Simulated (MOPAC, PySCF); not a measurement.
C2H2F2, SMILES `C(=C\F)/F`, neutral singlet in the gas phase. 

Cartesian coordinates (Å):
SMILES: F/C=C/F
```xyz
6

F      1.6021     0.7805     0.0411
C      0.6404    -0.1668    -0.0233
C     -0.6404     0.1668     0.1192
F     -1.6021    -0.7805     0.0548
H      1.0117    -1.1773    -0.1954
H     -1.0117     1.1773     0.2913
```
Charge 0, spin multiplicity 1.

All levels are single points at this geometry (PBE-D3(BJ)/def2-TZVP); Pople sets use spherical d functions. Orbital energies aren't observables, and empty levels follow the basis.

```tsv
level	HOMO (eV)	LUMO (eV)	gap (eV)	dipole (D)	vertical IE, Delta-SCF (eV)
PBE-D3(BJ)/def2-TZVP in PySCF	-6.25	-0.89	5.36	0.00	10.12
B3LYP/3-21G in PySCF	-6.82	0.55	7.37	0.00	–
B3LYP/6-311+G** in PySCF	-7.54	-0.40	7.14	0.00	–
BP86/6-31G* in PySCF	-5.83	-0.34	5.49	0.00	–
PBE/6-31G* in PySCF	-5.71	-0.23	5.48	0.00	9.76
HF/3-21G in PySCF	-10.51	4.65	15.16	0.00	–
AM1 in MOPAC	-10.16	0.42	10.58	0.00	–
PM6 in MOPAC	-10.90	0.27	11.17	0.00	–
PM7 in MOPAC	-10.99	0.14	11.13	0.00	–
```
